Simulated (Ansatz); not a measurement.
All values below come from frozen-core CCSD(T)/cc-pVTZ // PBE0-D4/def2-TZVP in Ansatz (a first-principles code).

Ansatz 0.2 input:
```yaml
crystal:
  periodic: [false, false, false]
  atoms:
    - { symbol: C, position_ang: [1.481478, 0.035169, 0.344406] }
    - { symbol: C, position_ang: [0.277923, 0.006624, 0.141688] }
    - { symbol: C, position_ang: [-1.066129, -0.025273, -0.084638] }
    - { symbol: H, position_ang: [2.530346, 0.059986, 0.521561] }
    - { symbol: H, position_ang: [-1.497055, 0.491551, -0.932789] }
    - { symbol: H, position_ang: [-1.726561, -0.568056, 0.57972] }
basis:
  gaussian: { orbitals: cc-pVTZ }
correlation:
  method: ccsd_t
magnetization:
  spin_polarized: true
  initial_magnetization: 1
```

Output:

```
Functional definition: HF
751 factors; integrals over basis functions are off by at most 1.0e-3 eV
mean field evaluation 1: about -3135.0946 eV, gradient 1.7e1 eV
mean field evaluation 2: about -3135.0989 eV, gradient 1.7e1 eV
mean field evaluation 4: about -3137.1023 eV, gradient 2.9e0 eV
mean field evaluation 8: about -3137.2655 eV, gradient 4.4e-1 eV
mean field evaluation 16: about -3137.2897 eV, gradient 1.5e-5 eV
mean field evaluation 32: about -3125.4298 eV, gradient 1.4e1 eV
mean field evaluation 64: about -3133.8837 eV, gradient 1.3e-1 eV
mean field -3137.28971572 eV, -115.2932705214 hartree, gradient 1.1e-6 eV, S^2 0.959287; 1 other end points of the search recorded, 0 dependent functions left out
determinant -3137.28971572 eV, -115.2932705214 hartree, with singles and doubles -3149.99812511 eV, -115.7602959524 hartree
determinant -3133.88519261 eV, -115.1681566046 hartree, with singles and doubles -3146.54667761 eV, -115.6334575961 hartree
3 core orbitals not correlated
reference -3137.28971572 eV, -115.2932705214 hartree; 8, 7 occupied and 121, 122 virtual orbitals, 751 factors
second order -11.60459694 eV of doubles, -0.00000000 eV of singles
cycle   1  -12.53987740 eV  change    -1.0e0 eV  update   2.4e-2
cycle   2  -12.57699976 eV  change   -3.7e-2 eV  update   5.7e-3
cycle   3  -12.57477085 eV  change    2.2e-3 eV  update   2.6e-3
cycle   4  -12.57863721 eV  change   -3.9e-3 eV  update   1.2e-3
cycle   5  -12.57984375 eV  change   -1.2e-3 eV  update   5.5e-4
cycle   6  -12.58058598 eV  change   -7.4e-4 eV  update   1.9e-4
cycle   7  -12.58081031 eV  change   -2.2e-4 eV  update   6.7e-5
cycle   8  -12.58084822 eV  change   -3.8e-5 eV  update   3.1e-5
cycle   9  -12.58085004 eV  change   -1.8e-6 eV  update   1.5e-5
perturbative correction -0.61056457 eV, -0.0224378339 hartree
Total energy: -3150.48113033 eV, -115.7780460668 hartree
```

Cost: around 40 core-seconds (rough).
